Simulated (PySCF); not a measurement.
Working out the ionisation energy of Ar²⁺

Ar²⁺ [Ne] 3s2 3p4 (3P) → Ar³⁺ [Ne] 3s2 3p3 (4S). Calculation: PySCF 2.14, in jorge-DZP-DKH; the spin-free X2C one-electron Hamiltonian (Gaussian nucleus). Frozen: [Ne]. Energies in hartree (1 hartree = 27.21139 eV):

| part | Ar²⁺ (lower) | Ar³⁺ (upper) |
| --- | --- | --- |
| UHF | -527.104253 | -525.660514 |
| CCSD correlation | -0.115408 | -0.095865 |
| (T) | -0.001052 | -0.000800 |

Task: What does Hartree-Fock give?

Result: (-525.660514) − (-527.104253) = 1.443739 hartree = 39.286 eV.

Task: What do CCSD and CCSD(T) give?

Result: The CCSD correlation energies differ by 0.019543 hartree = 0.532 eV and the triples by 0.000252 hartree = 0.007 eV, so CCSD gives 39.818 eV and CCSD(T) 39.825 eV.

Reference: 40.735 ± 0.012 eV (semi-empirical (NIST evaluation); NIST Atomic Spectra Database, ionization energies), between the lowest levels; spin-orbit coupling is absent from the calculation.

A double-zeta basis recovers only part of the correlation energy.

What remains against the reference includes basis incompleteness, the frozen core and higher excitations.
